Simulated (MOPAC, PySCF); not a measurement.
H3InS2, SMILES `[InH]([SH])[SH]` (H–S–In–S torsion 0°, S–In–S–H torsion 0°), neutral singlet in the gas phase. 

Cartesian coordinates (Å):
```xyz
6

S     -1.9438    -0.4479     0.5453
In    -0.1650     0.8276    -0.4508
S      2.0504    -0.0868    -0.2541
H     -1.1358    -1.4273     0.9852
H     -0.4600     2.3071    -1.2566
H      1.6543    -1.1728     0.4309
```
Charge 0, multiplicity 1.

All levels are single points at this geometry (B3LYP-D3(BJ)/def2-TZVP); Pople sets use spherical d functions. Orbital energies aren't observables, and empty levels follow the basis.

PBE/6-31G* (LANL2DZ on In) in PySCF gives dipole (D) = 0.23.

Estimate the dipole (D) from each of these levels: ωB97X-D3(BJ)/def2-TZVP in PySCF; B3LYP/6-311+G** (LANL2DZ on In) in PySCF; BP86/6-31G* (LANL2DZ on In) in PySCF; M06-2X/6-31G* (LANL2DZ on In) in PySCF; SVWN5/6-31G* (LANL2DZ on In) in PySCF; HF/6-31G* (LANL2DZ on In) in PySCF; PM6 in MOPAC; PM7 in MOPAC.


```
level                                     dipole (D)
----------------------------------------  ----------
ωB97X-D3(BJ)/def2-TZVP in PySCF                 0.20
B3LYP/6-311+G** (LANL2DZ on In) in PySCF        0.19
BP86/6-31G* (LANL2DZ on In) in PySCF            0.21
M06-2X/6-31G* (LANL2DZ on In) in PySCF          0.10
SVWN5/6-31G* (LANL2DZ on In) in PySCF           0.25
HF/6-31G* (LANL2DZ on In) in PySCF              0.36
PM6 in MOPAC                                    1.04
PM7 in MOPAC                                    1.20
```
